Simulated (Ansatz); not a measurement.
`[Cl][InH][SeH]` + `[CH3][GeH]([Cl])[I]` → `[Cl][InH][I]` + `[CH3][GeH]([Cl])[SeH]` at 298.15 K and 1 bar (redistribution).

Isolated molecules relaxed with PBE0-D4/def2-TZVP in Ansatz; ΔE leaves out vibrations. CCSD(T)/CBS is the MP2 limit (def2-TZVPP, def2-QZVPP) plus CCSD(T) − MP2 in def2-TZVPP, frozen cores. def2 core potentials past Kr. For Ge, I, In, Se outer-core shells are correlated without core-valence functions, which leaves a few kJ/mol of doubt a bond. Scalar relativity is left out up to krypton. Each species was taken in one conformer, which may not be the lowest.

```
                species  CCSD(T)/CBS energy (Eh)  H − E (kJ/mol)  S (J/(mol·K))
       `[Cl][InH][SeH]`              -3051.57859            57.5          341.6
  `[CH3][GeH]([Cl])[I]`              -2873.88412           143.5          365.9
         `[Cl][InH][I]`               -947.72945            36.0          338.3
`[CH3][GeH]([Cl])[SeH]`              -4977.73636           165.1          372.3
```

H − E and S are ideal-gas, rigid-rotor, harmonic terms from PBE0-D4/def2-TZVP, for one conformer and one mirror image of each species. 1 Eh = 2625.50 kJ/mol, R = 8.31446 J/(mol·K).

Problem. By hand: ΔE, ΔH, ΔS and ΔG.

Solution. ΔE = (-947.72945) + (-4977.73636) − (-3051.57859) − (-2873.88412) = -0.00310 Eh = -8.1 kJ/mol. Δ(H − E) = 36.0 + 165.1 − 57.5 − 143.5 = 0.1, so ΔH = -8.0 kJ/mol. ΔS = 338.3 + 372.3 − 341.6 − 365.9 = 3.1 J/(mol·K). ΔG = -8.0 − 298.15 × (3.1)/1000 = -8.9 kJ/mol.

Problem. By hand: the equilibrium constant, and the temperature at which ΔG would vanish if ΔH and ΔS stayed fixed.

Solution. log₁₀ K = −ΔG/(RT ln 10) = 1.6. ΔH and −TΔS have one sign here, so there is no such temperature. One of them is within its doubt of zero, so this could turn.

The number of gas molecules stays the same, so ΔS is small and ΔH decides. A doubt of 5 kJ/mol in ΔE shifts log₁₀ K by 0.9 here. Other conformers and mirror images would add mixing entropy, several J/(mol·K) or more a flexible species. These are equilibria of isolated gas molecules and say nothing of rates. Largest T1 diagnostic: 0.012 (customary marks: 0.02 for closed shells, 0.045 for open ones).
